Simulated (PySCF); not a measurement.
Gas-phase reaction: Sb2 = 2 Sb, at 1400 K and a standard pressure of 1 bar. Level: PBE0/def2-QZVP†.

Energies from PySCF, thermal terms from the rigid-rotor harmonic-oscillator model, ideal gas at 1 bar. † marks an energy on the PBE0/def2-TZVP geometry and frequencies. Open shells (unrestricted): Sb (multiplicity 4); the rest are closed-shell singlets. Sb: scalar-relativistic def2 core potential, no spin-orbit coupling. The harmonic model lacks anharmonicity and excited electronic states, which grow with temperature; levels with a mode under 35 cm⁻¹ are left out.

| species | E (Ha) | H(1400 K) − E (kJ/mol) | S°(1400 K) (J/mol/K) |
|---|---|---|---|
| Sb2 | -480.54809 | 52.5 | 313.2 |
| Sb | -240.22361 | 29.1 | 212.4 |
E: electronic energy; H − E holds the zero-point and thermal terms. 1 Ha = 2625.5 kJ/mol.

### Question
Work out ΔH°, ΔS°, ΔG° and log10 K from these numbers.

### Answer
1. ΔE = 2×(-240.22361) − 1×(-480.54809) = 0.10087 Ha = 264.8 kJ.
2. Δ(H − E) = 2×(29.1) − 1×(52.5) = 5.7 kJ, so ΔH° = 270.5 kJ.
3. ΔS° = 2×(212.4) − 1×(313.2) = 111.6 J/K; the number of gas molecules changes by +1.
4. ΔG° = ΔH° − TΔS° = 270.5 − 1400×(111.6)/1000 = 114.3 kJ.
5. log10 K = −ΔG°/(RT ln 10) = -4.26, with RT ln 10 = 26.80 kJ/mol; at standard pressures the reactants are favoured.
6. A shift of 10 kJ in ΔE would move log10 K by 0.37 here.
7. Lowering the total pressure from 1 bar to 0.01 bar multiplies the mole-fraction quotient K_x = K (p/p°)^(−Δn) by 10^2, which pushes the balance towards the products.
For scale, ΔH°(298 K) is 266 kJ at this level, 241 kJ at ωB97M-V/def2-TZVP†, and runs from -31 to 405 kJ over the 17 levels computed.
